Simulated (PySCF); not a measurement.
An unknown gives this computed stick spectrum. Method: PySCF 2.14.0, density-fitted response routines, TDDFT CAM-B3LYP/def2-SVPD, vertical, gas phase, core orbitals frozen in the response. Geometries: PBE0-D3(BJ)/def2-SVP, one conformer each.

```csv
state,E (eV),λ (nm),f
S1,4.97,249.6,0.798
S2,5.19,239.0,0.0076
S3,5.71,217.0,0.0050
S4,5.90,210.2,0.0004
S5,6.01,206.3,0.0002
S6,6.42,193.1,0.0000
S7,6.60,187.9,0.017
S8,6.70,185.0,0.0004
S9,6.80,182.4,0.138
S10,6.95,178.5,0.029
```

Triplets computed (Tamm–Dancoff): 2.89, 4.72, 4.96, 5.44 eV.

Orbital energies (eV): HOMO-3 -10.99, HOMO-2 -10.26, HOMO-1 -9.33, HOMO -7.14, LUMO 0.23, LUMO+1 0.84, LUMO+2 1.23.

Question: Which structure fits? All have the formula C5H10SSi.
A. `[SiH3]SC12CC(C1)C2`
B. `C/C=C/C=C/S[SiH3]`
C. `C[SiH2]S[C@]12C[C@H]1C2`

Answer: B. Its S1, at 4.97 eV, is the lowest among the candidates; the nearest of the others has S1 at 5.71 eV. S1 is HOMO→LUMO (96%). Löwdin shares by element: HOMO carbon 48% or more, sulfur 27% (atoms not listed hold the other 25%); LUMO carbon 72% or more (atoms not listed hold the other 28%). At the same level the other candidates give, for their lowest levels:
- `[SiH3]SC12CC(C1)C2`: 5.71 eV (f 0.009); 6.35 eV (f 0.016); 6.83 eV (f 0.003); 7.00 eV (f 0.000); 7.17 eV (f 0.013); T1 5.35 eV; HOMO -8.17, LUMO 0.96 eV
- `C[SiH2]S[C@]12C[C@H]1C2`: 5.91 eV (f 0.006); 6.44 eV (f 0.032); 6.59 eV (f 0.018); 6.78 eV (f 0.032); 6.91 eV (f 0.074); T1 5.50 eV; HOMO -8.15, LUMO 1.17 eV

The values belong to the conformer `[CH3:1]/[CH:2]=[CH:3]/[CH:4]=[CH:5]/[S:6][SiH3:7]`: C2–C3–C4–C5 179°, C4–C5–S6–Si7 -2°.

Without π bonds the low states are Rydberg-like; a valence basis with one diffuse set may place them up to an eV too high.
